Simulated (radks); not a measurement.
Charge is removed step by step from the 1s down level of the carbon ion C3+, starting from 1s(up 1, down 1) 2s1. Method: scalar-relativistic Kohn-Sham, PBE, spin-polarised, spherical densities, finite nucleus; open shells are filled with parallel spins first; Fermi nuclear charge, rms radius 2.4702 fm; computed with a radial shooting solver on a logarithmic mesh with Libxc functionals.

| removed (e) | E - E(0) (eV) | eigenvalue (eV) |
|---|---|---|
| 0 | 0.000 | -331.09 |
| 0.125 | 41.927 | -339.74 |
| 0.25 | 84.928 | -348.26 |
| 0.375 | 128.98 | -356.61 |
| 0.5 | 174.07 | -364.65 |
| 0.625 | 220.13 | -372.22 |
| 0.75 | 267.09 | -378.95 |
| 0.875 | 314.79 | -383.83 |

The mean slope of the eigenvalue, de/dn, is 60.3 eV per electron.
